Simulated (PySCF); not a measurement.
**Li⁺: ionisation energy**

Li⁺ 1s2 (1S) → Li²⁺ 1s1 (2S), as a difference of total energies. Calculation: PySCF 2.14, in cc-pVDZ (3s2p1d, 14 functions); the non-relativistic Hamiltonian (point nucleus). Correlated levels: valence: nothing frozen. The calculations carry no spin-orbit coupling.

```
           method  ionisation energy (eV)
              UHF                  75.833
             TPSS                  77.159
             MN15                  77.241
    MP2 (valence)                  75.836
SCS-MP2 (valence)                  75.836
   CCSD (valence)                  75.835
```

Errors of the correlated levels include the incompleteness of this basis.

With two correlated electrons CCSD is exact in that space.

For comparison: 75.640 eV (theoretical estimate listed by NIST; NIST Atomic Spectra Database, ionization energies).
